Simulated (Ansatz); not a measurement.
Born–Oppenheimer molecular dynamics of C$_{2}$H$_{4}$BN (8 atoms, charge 0, multiplicity 1). It starts from a relaxed structure.

Level of theory: RKS B3LYP-D4/def2-SVP in Ansatz.

| Property | Result |
| --- | --- |
| ensemble | NVT, Langevin thermostat |
| time step | 0.25 fs |
| steps asked | 150 |
| set temperature | 1000 K |
| friction | 0.01 /fs |
| seed | 596396 |

First frame:

```xyz
8
Properties=species:S:1:pos:R:3
B -0.496 0.633 -0.672
C 0.688 0.285 0.350
C -0.161 -0.933 0.101
N -0.754 -0.747 -1.050
H -1.236 1.571 -0.808
H 1.664 0.195 -0.144
H 0.782 0.697 1.365
H -0.394 -1.758 0.801
```

Q: What does the run give?

A: All steps were run.

- steps done: 150
- time covered: 37.5 fs
- mean temperature over the second half: 517 K
- spread of the potential energy over the second half: 21.1 meV per atom
- mean potential energy of the second half above the start: 69.0 meV per atom

The mean temperature of the second half is 48 % below the set value. A run of 0.037 ps of so small a system gives no equilibrium averages.

Q: What happens to the structure?

A: The same pairs are bonded in the first frame and the last. Pairs count as bonded within 1.25 times the sum of covalent radii (0.12 Å more for H–H). The details hang on the random start.

Q: How do temperature and energy run in time?

A: 
```tsv
time (fs)	T (K)	potential energy less start (eV)
0	875	0.000
1.25	858	0.086
2.5	629	0.276
3.75	375	0.442
5	369	0.534
6.25	341	0.611
7.5	242	0.765
8.75	163	0.892
10	291	0.764
11.25	431	0.607
12.5	441	0.594
13.75	539	0.617
15	576	0.569
16.25	707	0.470
17.5	809	0.415
18.75	706	0.543
20	537	0.725
21.25	412	0.704
22.5	507	0.668
23.75	370	0.746
25	465	0.727
26.25	596	0.599
27.5	638	0.415
28.75	705	0.274
30	669	0.296
31.25	579	0.358
32.5	627	0.344
33.75	507	0.441
35	391	0.623
36.25	268	0.717
37.5	349	0.668
```

The run took 4.2 min on 1 thread of Arm Neoverse V1, with other jobs on the host, peak memory 0.12 GiB.
